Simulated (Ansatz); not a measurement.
Calculated with Ansatz (gas phase, PBE0-D4/def2-TZVP geometries, no zero-point term in ΔE). CCSD(T)/CBS is the MP2 limit (def2-TZVPP, def2-QZVPP) plus CCSD(T) − MP2 in def2-TZVPP, frozen cores. This one scheme is used for every species. Functionals use def2-TZVPP. One conformer a species, not always the lowest.

`C[Si](N)(N)S` + CH₄ → `C[Si](C)(N)N` + H₂S  (formal exchange of groups at the Si–S bond)

Is it downhill or uphill in electronic energy at CCSD(T)/CBS, and by how much? (Best estimate.)

Computed: Uphill: ΔE = +0.80 eV.

What do these levels give: revPBE-D4, r2SCAN-D4, BHLYP-D4, B2PLYP, PBE-QIDH, r2SCAN, CAM-B3LYP, MP2/def2-SVP, HF/def2-TZVPP, MP2/def2-TZVPP, MP2/def2-QZVPP, CCSD/CBS(def2)? (Estimate.)

Computed: revPBE-D4 0.84, r2SCAN-D4 0.84, BHLYP-D4 0.82, B2PLYP 0.80, PBE-QIDH 0.83, r2SCAN 0.84, CAM-B3LYP 0.76, MP2/def2-SVP 0.81, HF/def2-TZVPP 0.78, MP2/def2-TZVPP 0.83, MP2/def2-QZVPP 0.84, CCSD/CBS(def2) 0.78 eV.

Largest T1 diagnostic among the species: 0.010.

The D4 term adds +0.03 eV with B3LYP and +0.01 eV with PBE0; it sums over pairs of atoms, weighted by their polarisabilities, and B3LYP, whose exchange is more repulsive, gets the larger term. Leaving LDA and LC-ωPBE aside and taking each functional with its dispersion term where it has one, the values, not all of them listed here, spread over 0.06 eV, from CAM-B3LYP-D4 to revPBE-D4.

B3LYP here is the variant with VWN-RPA as its local correlation; programs differ in this.
